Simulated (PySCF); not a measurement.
The numbers are results of B3LYP-D3(BJ)/def2-TZVP // PBE0-D4/def2-SVP (PySCF), not measurements. All species are isolated molecules in the gas phase. One relaxed conformer stands for a flexible species; it need not be the lowest. B3LYP has the VWN-RPA correlation part, as in Gaussian. Delta-SCF ions had no search for a lower state. Excitations are Tamm–Dancoff values on a coarser integration grid. The basis has no diffuse functions, so Rydberg states are missing or too high.

Reference species (SMILES): `c12sccc2cc(B)cc1B` (neutral, multiplicity 1).

- S1–T1 gap (TDA) = 0.78 eV
- S1 excitation (TDA) = 3.54 eV
- LUMO = -2.57 eV
- vertical ionisation energy (Delta-SCF) = 8.38 eV

Changed species: `Bc1cc(B)c2ccsc2c1`.

Predict the effect on the S1–T1 gap (TDA), S1 excitation (TDA), LUMO and vertical ionisation energy (Delta-SCF).

the S1–T1 gap (TDA) rises by 0.14 eV, to 0.92 eV; the S1 excitation (TDA) rises by 0.12 eV, to 3.66 eV; the LUMO falls by 0.07 eV, to -2.64 eV; the vertical ionisation energy (Delta-SCF) rises by 0.04 eV, to 8.42 eV.
